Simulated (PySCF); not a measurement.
Si(OH)2 (H₂O₂Si), SMILES O[Si]O (connectivity only; charge and spin as stated), neutral, multiplicity 1.

The structure is a stationary point at B3LYP-D3(BJ)/def2-TZVP. Other conformers were not sampled.

Method: CAM-B3LYP/def2-TZVPD (PySCF).

Symmetry labels are those of the subgroup Cs that the program uses (full group Cs).

Computed valence orbital energies around the gap with their symmetry:
```csv
orbital,symmetry,energy (eV)
HOMO−7,A',-29.42
HOMO−6,A',-17.54
HOMO−5,A',-16.33
HOMO−4,A',-13.07
HOMO−3,A",-12.28
HOMO−2,A',-12.07
HOMO−1,A",-11.13
HOMO,A',-8.56
LUMO,A",-0.19
LUMO+1,A',0.51
LUMO+2,A',0.83
LUMO+3,A',1.71
```
